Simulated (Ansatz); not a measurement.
Geometry optimisation, Ansatz, RKS PBE0-D4/6-31G*.

The input (input.yaml):

```yaml
crystal:
  periodic: [false, false, false]
  atoms:
    - { symbol: B, position_ang: [0.0, 0.0, 0.0] }
    - { symbol: H, position_ang: [0.0, 0.0, 1.54] }
    - { symbol: "N", position_ang: [1.3423, 0.0, -0.775] }
    - { symbol: H, position_ang: [1.8089, -0.9179, -1.0268] }
    - { symbol: H, position_ang: [1.7937, 0.9179, -1.0532] }
    - { symbol: H, position_ang: [-1.0305, 0.0, -0.595] }
    - { symbol: O, position_ang: [0.0766, 1.621, 0.5392] }
    - { symbol: Si, position_ang: [0.6742, 2.1133, 2.0302] }
    - { symbol: H, position_ang: [1.069, 0.9424, 2.8077] }
    - { symbol: H, position_ang: [1.8341, 2.9769, 1.8293] }
    - { symbol: H, position_ang: [-0.3605, 2.849, 2.751] }
    - { symbol: H, position_ang: [0.0407, 0.8604, 1.537] }
basis:
  gaussian: { orbitals: "6-31G*" }
hamiltonian:
  xc: pbe0
  dispersion: d4
relax:
  f_tol: 0.15
  max_steps: 25
  restrain:
    - { distance: [0, 6], at: 1.41, k: 30.0 }
    - { distance: [11, 1], at: 0.66, k: 30.0 }
    - { distance: [0, 1], at: 2.39, k: 30.0 }
    - { distance: [11, 6], at: 2.21, k: 30.0 }
```

Run as:

```bash
$ ansatz run input.yaml --threads 1 --pin off --max-ram 2048MiB --backend cpu --events-out ev --progress --plain --runs-dir out
```

Where does it end, and by what steps?

The run converged. The restraints hold the end off the free minimum; the threshold counts their pulls, which the force column leaves out. Restrained pairs: B1–O7 (1.71 → 1.39 Å), H2–H12 (0.86 → 0.71 Å), B1–H2 (1.54 → 2.40 Å), O7–H12 (1.26 → 2.22 Å). After 13 steps the energy has fallen by 6.256 eV (the restraints' own energy left out); H12 moved furthest, 1.48 Å.

```tsv
step	energy less start (eV)	largest force component (eV/Å)	accepted
0	0.0000	4.574	yes
1	-1.5793	5.158	yes
2	-3.0169	4.455	yes
3	-4.2812	3.286	yes
4	-5.2086	2.066	yes
5	-5.7674	1.473	yes
6	-6.0036	1.325	yes
7	-6.1221	1.484	yes
8	-6.1964	1.432	yes
9	-6.2296	1.442	yes
10	-6.2387	1.514	yes
11	-6.2649	0.915	no
12	-6.2553	1.329	yes
13	-6.2558	1.484	yes
```

```xyz
12
Properties=species:S:1:pos:R:3
B 0.056 0.594 -0.160
H -0.417 -1.049 1.525
N 1.348 0.191 -0.525
H 1.498 -0.476 -1.265
H 2.202 0.503 -0.087
H -0.883 0.150 -0.760
O -0.190 1.522 0.849
Si 0.829 2.389 1.818
H 1.640 1.479 2.679
H 1.775 3.221 1.017
H 0.005 3.273 2.681
H -0.614 -0.433 1.813
```

Run time: 33 s on 1 thread of Intel(R) Xeon(R) 6975P-C (Granite Rapids), with other jobs on the host, peak memory 0.18 GiB.
